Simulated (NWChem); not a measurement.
System meant: C6H9O, doublet; SMILES O=C1CC[CH]CC1

Here is an NWChem input.

```
start job
memory heap 200 mb stack 900 mb global 1100 mb
geometry units angstroms noautoz
  O      0.000000     0.000000     2.339703
  C      0.000000     0.000000     1.132856
  C      0.311553     1.246776     0.327083
  C     -0.316741     1.249939    -1.066929
  C      0.000000     0.000000    -1.815776
  C      0.316741    -1.249939    -1.066929
  C     -0.311553    -1.246776     0.327083
  H      0.029971     2.122311     0.930109
  H      1.413173     1.275361     0.231466
  H      0.015019     2.137847    -1.630789
  H     -1.416421     1.376053    -0.964585
  H      0.000000     0.000000    -2.908803
  H     -0.015019    -2.137847    -1.630789
  H      1.416421    -1.376053    -0.964585
  H     -0.029971    -2.122311     0.930109
  H     -1.413173    -1.275361     0.231466
end
basis spherical
  * library def2-svp
end
dft
  odft
  mult 3
  xc xpbe96 cpbe96
  iterations 150
  mulliken
end
task dft energy
```

End of the output:

```
 Summary of "ao basis" -> "" (spherical)
 ------------------------------------------------------------------------------
       Tag                 Description            Shells   Functions and Types
 ---------------- ------------------------------  ------  ---------------------
 *                          def2-svp                  on all atoms

  pbe96 is a nonlocal functional; adding pw91lda local functional.

                                 NWChem DFT Module
                                 -----------------

 Summary of "ao basis" -> "ao basis" (spherical)
 ------------------------------------------------------------------------------
       Tag                 Description            Shells   Functions and Types
 ---------------- ------------------------------  ------  ---------------------
 O                          def2-svp                 6       14   3s2p1d
 C                          def2-svp                 6       14   3s2p1d
 H                          def2-svp                 3        5   2s1p

 Summary of "ao basis" -> "ao basis" (spherical)
 ------------------------------------------------------------------------------
       Tag                 Description            Shells   Functions and Types
 ---------------- ------------------------------  ------  ---------------------
 O                          def2-svp                 6       14   3s2p1d
 C                          def2-svp                 6       14   3s2p1d
 H                          def2-svp                 3        5   2s1p

      Symmetry analysis of basis
      --------------------------

        a          75
        b          68

  number of electrons :                   53
  multiplicity        :                    3
 ------------------------------------------------------------------------
  no. of electrons and multiplicity not compatible                  53
 ------------------------------------------------------------------------
 ------------------------------------------------------------------------
  current input line :
    31: task dft energy
 ------------------------------------------------------------------------
 ------------------------------------------------------------------------
 There is an error in the input file
 ------------------------------------------------------------------------
 For more information see the NWChem manual at https://nwchemgit.github.io

0: no. of electrons and multiplicity not compatible:Received an Error in Communication
```

Find the fault in this run and fix the input.

The input was rejected before any calculation. Cause: the multiplicity doesn't fit the number of electrons (an even count wants an odd multiplicity, and the reverse). This input runs:
```
start job
memory heap 200 mb stack 900 mb global 1100 mb
geometry units angstroms noautoz
  O      0.000000     0.000000     2.339703
  C      0.000000     0.000000     1.132856
  C      0.311553     1.246776     0.327083
  C     -0.316741     1.249939    -1.066929
  C      0.000000     0.000000    -1.815776
  C      0.316741    -1.249939    -1.066929
  C     -0.311553    -1.246776     0.327083
  H      0.029971     2.122311     0.930109
  H      1.413173     1.275361     0.231466
  H      0.015019     2.137847    -1.630789
  H     -1.416421     1.376053    -0.964585
  H      0.000000     0.000000    -2.908803
  H     -0.015019    -2.137847    -1.630789
  H      1.416421    -1.376053    -0.964585
  H     -0.029971    -2.122311     0.930109
  H     -1.413173    -1.275361     0.231466
end
basis spherical
  O library def2-svp
  C library def2-svp
  H library def2-svp
end
dft
  odft
  mult 2
  xc xpbe96 cpbe96
  iterations 150
  mulliken
end
task dft energy
```
It converges to -308.60355 Ha (PBE/def2-SVP, spin-unrestricted).
